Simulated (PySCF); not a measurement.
One change to the structure, seen by NMR

Starting compound: `CCO/C([SiH3])=C/[SiH2]F`, C4H11FOSi2.

$^{1}$H NMR (400 MHz, computed): δ 5.57 (m, 2H), 5.12 (m, 1H), 4.11 (s, 3H), 3.78 (q, 2H), 1.45 (t, 3H). $^{13}$C{$^{1}$H} NMR (computed): δ 177.3 (C), 104.5 (CH), 64.8 (CH2), 17.0 (CH3).

PySCF 2.14.0 with density-fitted response routines calculation with NMR shieldings at PBE0/pcSseg-1/GIAO and geometry from GFN2-xTB; one computed conformer, averaged over atoms made equivalent by symmetry, fast rotation or ring inversion, gas phase, no relativistic terms.

References, each an isolated molecule treated in the same way: $^{1}$H (31.72 ppm), $^{13}$C (186.93 ppm) vs TMS. Splittings of carbon signals by F and P are missing where no couplings were computed. Where no couplings were computed, multiplicities follow the n + 1 count of equivalent neighbours, and m marks all less simple cases (inequivalent or close neighbours, rings, F or P nearby). Shifts are as computed. Against solution values, carbons near 30 ppm lie about +3 ppm off and those near 130 ppm about +5 ppm. Of 1211 compounds with measured shifts, 218 miss one by over three times the rms of a fit or turn the order of signals round; such compounds aren't used in these exercises.

(1) What are the spectra after this edit: CH2 inserted into a O-C bond, giving `CCOC/C([SiH3])=C/[SiH2]F`?

(2) What are the spectra after this edit: terminal C group replaced by H, giving `CO/C([SiH3])=C\[SiH2]F`?

(3) What are the spectra after this edit: ring closed by a new C-C bond, giving `C[C@H]1OC([SiH3])=C1[SiH2]F`?

(4) What are the spectra after this edit: Si replaced by C, giving `CCO/C(C)=C\[SiH2]F`?

(5) What are the spectra after this edit: SiH2 inserted into a C-O bond, giving `CC[SiH2]O/C([SiH3])=C/[SiH2]F`?

Results:

(1) $^{1}$H NMR (400 MHz, computed): δ 6.75 (m, 1H), 5.53 (m, 2H), 4.23 (s, 2H), 4.02 (s, 3H), 3.85 (q, 2H), 1.24 (t, 3H). $^{13}$C{$^{1}$H} NMR (computed): δ 171.9 (C), 142.7 (CH), 77.1 (CH2), 67.7 (CH2), 13.7 (CH3).

(2) $^{1}$H NMR (400 MHz, computed): δ 5.75 (m, 2H), 5.11 (m, 1H), 4.08 (s, 3H), 3.74 (s, 3H). $^{13}$C{$^{1}$H} NMR (computed): δ 182.5 (C), 105.4 (CH), 54.6 (CH3).

(3) $^{1}$H NMR (400 MHz, computed): δ 5.59 (m, 1H), 5.49 (m, 1H), 5.49 (m, 1H), 4.23 (s, 3H), 1.53 (d, 3H). $^{13}$C{$^{1}$H} NMR (computed): δ 192.4 (C), 141.8 (C), 92.7 (CH), 23.4 (CH3).

(4) $^{1}$H NMR (400 MHz, computed): δ 5.47 (m, 2H), 4.50 (m, 1H), 3.94 (q, 2H), 2.07 (s, 3H), 1.34 (t, 3H). $^{13}$C{$^{1}$H} NMR (computed): δ 174.4 (C), 98.5 (CH), 65.2 (CH2), 20.7 (CH3), 17.5 (CH3).

(5) $^{1}$H NMR (400 MHz, computed): δ 5.56 (m, 2H), 5.39 (m, 1H), 4.98 (t, 2H), 3.95 (s, 3H), 1.13 (m, 2H), 1.02 (m, 3H). $^{13}$C{$^{1}$H} NMR (computed): δ 175.1 (C), 115.8 (CH), 8.6 (CH2), 6.8 (CH3).
